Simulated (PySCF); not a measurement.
A series of substituents X on one scaffold: silaethenyl-X. All species are isolated molecules in the gas phase. One relaxed conformer stands for each flexible species; it need not be the lowest. Strings in code marks are SMILES.

The four lowest singlet excitations (Tamm–Dancoff). Computed with PBE-D3(BJ)/def2-TZVP // PBE0-D3(BJ)/def2-TZVP run with PySCF 2.14.0. Excitations are Tamm–Dancoff values on a coarser integration grid. The basis has no diffuse functions, so Rydberg states are missing or too high.

```json
[
 {"state": "S1", "energy (eV)": "4.44", "wavelength (nm)": "279", "oscillator strength": "0.001"},
 {"state": "S2", "energy (eV)": "4.78", "wavelength (nm)": "259", "oscillator strength": "0.000"},
 {"state": "S3", "energy (eV)": "4.80", "wavelength (nm)": "258", "oscillator strength": "0.398"},
 {"state": "S4", "energy (eV)": "5.49", "wavelength (nm)": "226", "oscillator strength": "0.003"}
]
```

Task: Which member gives these states?
(A) `C=[SiH]C#CC`
(B) `C=[SiH][S@@](C)=O` (C–Si–S–O torsion 10°)
(C) `C#C[SiH]=C`
(D) `C=[SiH]C`

Result: A, `C=[SiH]C#CC`
